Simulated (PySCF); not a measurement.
MoH₅, SMILES [MoH5] (connectivity only; charge and spin as stated), neutral, multiplicity 2.

Geometry optimised at PBE-D3(BJ)/def2-TZVPD. The multiplicity is an assumed one; other spin states were not compared. The def2 effective core potentials stand for the cores of Mo; spin–orbit coupling is left out.

Method: TDA-LC-ωPBE/def2-TZVPD run with PySCF.

Vertical excitations. Gas-phase values at a fixed geometry.

```
state    energy (eV)  λ (nm)      f                                                   main pairs
-------  -----------  ------  -----  -----------------------------------------------------------
root 1          1.86     668  0.000                                             α HOMO→LUMO 93 %
root 2          1.91     648  0.001                                           α HOMO→LUMO+1 91 %
root 3          2.57     483  0.018                                           α HOMO→LUMO+2 88 %
root 4          3.25     382  0.000                                           β HOMO→LUMO+3 80 %
root 5          3.27     379  0.000                         α HOMO−1→LUMO 52 %, β HOMO→LUMO 39 %
root 6          3.48     356  0.000  α HOMO−1→LUMO+1 50 %, β HOMO→LUMO+1 35 %, β HOMO→LUMO+3 7 %
root 7          3.94     315  0.000  α HOMO−1→LUMO+2 53 %, β HOMO→LUMO+2 21 %, β HOMO→LUMO+1 5 %
root 8          4.03     307  0.027                         α HOMO−1→LUMO 39 %, β HOMO→LUMO 50 %
root 9          4.05     306  0.001  α HOMO−1→LUMO+1 37 %, β HOMO→LUMO+1 41 %, β HOMO→LUMO+2 9 %
root 10         4.31     288  0.000                       α HOMO−2→LUMO 53 %, β HOMO−1→LUMO 31 %
```
Unrestricted roots are not spin-pure.
